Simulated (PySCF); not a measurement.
Iron: a sound run and one with changed settings

Sound run: Fe [Ar] 3d6 4s2, Fe⁺ [Ar] 3d6 4s1. All numbers are calculated (PySCF 2.14, the spin-free X2C one-electron Hamiltonian (Gaussian nucleus), in x2c-TZVPall). In the sound run the correlated levels freeze [Ar]. The sound run starts from symmetry-adapted Hartree-Fock orbitals and uses a fine grid where one is needed.

Changed run: no relativity, point nucleus. This setting is unsound on purpose.

```json
{"species": "Fe", "method": "UHF", "sound run (hartree)": "-1271.33647", "changed run (hartree)": "-1259.47834", "converged": "yes"}
{"species": "Fe", "method": "M06-2X", "sound run (hartree)": "-1272.61527", "changed run (hartree)": "-1260.76373", "converged": "yes"}
{"species": "Fe", "method": "PBE", "sound run (hartree)": "-1272.36446", "changed run (hartree)": "-1260.51166", "converged": "yes"}
{"species": "Fe", "method": "MP2", "sound run (hartree)": "-1271.48427", "changed run (hartree)": "-1259.62352", "converged": "yes"}
{"species": "Fe⁺", "method": "UHF", "sound run (hartree)": "-1271.09989", "changed run (hartree)": "-1259.24510", "converged": "yes"}
{"species": "Fe⁺", "method": "M06-2X", "sound run (hartree)": "-1272.30978", "changed run (hartree)": "-1260.46227", "converged": "yes"}
{"species": "Fe⁺", "method": "PBE", "sound run (hartree)": "-1272.07558", "changed run (hartree)": "-1260.22802", "converged": "yes"}
{"species": "Fe⁺", "method": "MP2", "sound run (hartree)": "-1271.21433", "changed run (hartree)": "-1259.35771", "converged": "yes"}
```

Ionisation energy of Fe:

```tsv
method	sound run (eV)	changed run (eV)
UHF	6.438	6.347
M06-2X	8.313	8.203
PBE	7.861	7.718
MP2	7.345	7.233
SCS-MP2	7.501	7.389
```

Most of the change in total energy is the relativistic energy itself. On top of that the contraction fixes the core shape for the Hamiltonian it was made with, so the changed run is not a good calculation with the other Hamiltonian either.

For comparison, NIST gives 7.902 eV between the lowest levels.
